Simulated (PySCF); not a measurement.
## Converging AsH⁺ in the basis (HF)

PySCF, UHF reference; doublet, unpaired electrons π ↑; De to As⁺ + H without counterpoise correction.

| basis | relativity | functions | Re (Å) | ωe (cm⁻¹) | De (eV) | μ (D) |
| --- | --- | --- | --- | --- | --- | --- |
| def2-SVPD | no relativity | 46 | 1.516 | 2357 | 2.13 | 0.92 |
| cc-pVTZ-PP/cc-pVTZ | scalar-relativistic core potentials | 53 | 1.513 | 2331 | 2.09 | 0.84 |
| def2-TZVPPD | no relativity | 71 | 1.516 | 2336 | 2.14 | 0.89 |

(1) How does each smaller set differ from the one with most functions, def2-TZVPPD?

A positive dipole points towards H; it is taken about the centre of mass and depends on that origin. Spin–orbit coupling is left out. For an ion De counts to the pair picked by the measured ionisation energies or electron affinities, which need not be the lowest pair at this level. Hartree–Fock leaves out correlation, which carries a large part of most bond energies and some tenths to 1 eV of ionisation energies. The state was picked by a PBE0 search and need not be the measured ground state.

Results:

(1) def2-SVPD: +0.0 pm, +0.9 % in ωe, -0.01 eV in De; cc-pVTZ-PP/cc-pVTZ: -0.3 pm, -0.2 % in ωe, -0.05 eV in De. All at HF; the set with most functions is neither the basis-set limit nor always the best. The rows treat relativity differently, so the differences are not basis effects alone.
